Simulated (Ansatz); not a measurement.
`C[Si](C)(Cl)C#N` + PH₃ → `C[Si](C)(P)Cl` + `C#N` at 700 K and 1 bar (ligand exchange at the Si–C bond).

Gas-phase electronic energies from Ansatz, PBE0-D4/def2-TZVP geometries. CCSD(T)/CBS adds triple-zeta CCSD(T) − MP2 to the extrapolated MP2 energy (def2 sets, frozen cores). This one scheme is used for every species. One conformer a species, not always the lowest.

| species | CCSD(T)/CBS energy (Eh) | H − E (kJ/mol) | S (J/(mol·K)) |
| --- | --- | --- | --- |
| `C[Si](C)(Cl)C#N` | -921.41227 | 314.0 | 518.9 |
| PH₃ | -342.72256 | 91.5 | 248.3 |
| `C[Si](C)(P)Cl` | -1170.80528 | 343.3 | 533.0 |
| `C#N` | -93.32098 | 68.7 | 235.2 |

H − E and S are ideal-gas, rigid-rotor, harmonic terms from PBE0-D4/def2-TZVP, for one conformer and one mirror image of each species. 1 Eh = 2625.50 kJ/mol, R = 8.31446 J/(mol·K).

**Question.** By hand: ΔE, ΔH, ΔS and ΔG.

**Answer.** ΔE = (-1170.80528) + (-93.32098) − (-921.41227) − (-342.72256) = 0.00857 Eh = 22.5 kJ/mol. Δ(H − E) = 343.3 + 68.7 − 314.0 − 91.5 = 6.5, so ΔH = 29.0 kJ/mol. ΔS = 533.0 + 235.2 − 518.9 − 248.3 = 1.0 J/(mol·K). ΔG = 29.0 − 700 × (1.0)/1000 = 28.3 kJ/mol.

**Question.** By hand: the equilibrium constant, and the temperature at which ΔG would vanish if ΔH and ΔS stayed fixed.

**Answer.** log₁₀ K = −ΔG/(RT ln 10) = -2.1. ΔG = 0 at ΔH/ΔS = 29000 K, far beyond where these terms or the molecules hold.

The number of gas molecules stays the same, so ΔS is small and ΔH decides. A doubt of 5 kJ/mol in ΔE shifts log₁₀ K by 0.4 here. Other conformers and mirror images would add mixing entropy, several J/(mol·K) or more a flexible species. These are equilibria of isolated gas molecules and say nothing of rates. Largest T1 diagnostic: 0.014 (customary marks: 0.02 for closed shells, 0.045 for open ones).
